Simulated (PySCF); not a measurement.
# How the method moves the HOMO and LUMO of neo-PeOMe

Species: neo-PeOMe, C6H14O.
Z-matrix (Å and degrees, PBE0-D3(BJ)/def2-SVP geometry), rows numbered from 1:
```
C 
O   1  1.3903
C   2  1.3961  1  113.71
C   3  1.5281  2  110.22  1   178.79
C   4  1.5294  3  109.32  2   -60.62
C   4  1.5280  3  108.10  2   179.59
C   4  1.5296  3  109.38  2    59.77
H   1  1.1086  2  112.08  3    61.09
H   1  1.0990  2  108.07  3  -179.44
H   1  1.1087  2  112.02  3   -60.04
H   3  1.1116  2  110.36  1    57.74
H   3  1.1115  2  110.39  1   -60.01
H   5  1.0992  4  110.58  3    58.55
H   5  1.1020  4  111.03  3   -61.28
H   5  1.1013  4  110.85  3   178.91
H   6  1.1020  4  111.39  3   -60.06
H   6  1.1019  4  111.43  3    60.55
H   6  1.1010  4  110.60  3  -179.74
H   7  1.0992  4  110.61  3   -59.35
H   7  1.1020  4  111.03  3    60.44
H   7  1.1013  4  110.81  3  -179.73
```

Basis pcSseg-1 throughout (PySCF), one geometry. One conformer (not necessarily the lowest) at the PBE0-D3(BJ)/def2-SVP geometry, without solvent, vibrations or thermal averaging.

How do the orbital energies, the gap and the dipole change with the method?

```tsv
method	kind	HOMO (eV)	LUMO (eV)	gap (eV)	μ (D)	SCF cycles
BLYP	GGA	-5.67	0.54	6.22	0.99	15
B97-D	GGA	-5.80	0.69	6.49	1.01	15
KT2	GGA	-5.93	0.41	6.34	0.97	15
KT3	GGA	-5.95	0.44	6.39	0.96	15
B3LYP	global hybrid	-7.11	1.04	8.15	1.09	13
PBE0	global hybrid	-7.34	1.36	8.70	1.11	13
wB97X-D	range-separated hybrid	-9.27	3.16	12.43	1.15	13
HF	Hartree–Fock	-11.36	4.21	15.57	1.30	10
```

The HOMO spans 5.69 eV, from BLYP down to HF, and the gap runs from 6.22 eV (BLYP) to 15.57 eV (HF). Over the methods BLYP (0 %), B97-D (0 %), KT2 (0 %), KT3 (0 %), B3LYP (20 %), PBE0 (25 %), HF (100 %), a straight line through the gap against the share of exact exchange rises by 0.92 eV for each 10 % (correlation coefficient 1.000). The dipole ranges from 0.96 D (KT3) to 1.30 D (HF). This basis has no diffuse functions.

The vertical ΔSCF ionisation energy at B3LYP/def2-SVPD is 9.61 eV; −ε(HOMO) comes closest to it with wB97X-D (9.27 eV).
